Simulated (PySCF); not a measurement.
# Ge²⁺: ionisation energy

Ge²⁺ [Ar] 3d10 4s2 (1S) → Ge³⁺ [Ar] 3d10 4s1 (2S), as a difference of total energies. All numbers are calculated (PySCF 2.14, the spin-free X2C one-electron Hamiltonian (Gaussian nucleus), in x2c-TZVPPall). Correlated levels: valence and next inner shell: [Ne] frozen. The calculations carry no spin-orbit coupling.

```
                                method  ionisation energy (eV)
                                   UHF                  32.176
    MP2 (valence and next inner shell)                  33.374
SCS-MP2 (valence and next inner shell)                  33.438
   CCSD (valence and next inner shell)                  33.532
CCSD(T) (valence and next inner shell)                  33.588
```

Errors of the correlated levels include the incompleteness of this basis and the frozen core.

Problem. Which method comes closest to the reference value, and which is furthest?

Solution. The reference is 34.058 eV (measured; NIST Atomic Spectra Database, ionization energies). Closest: CCSD(T) (valence and next inner shell) (error -0.470 eV); furthest: UHF (error -1.882 eV).
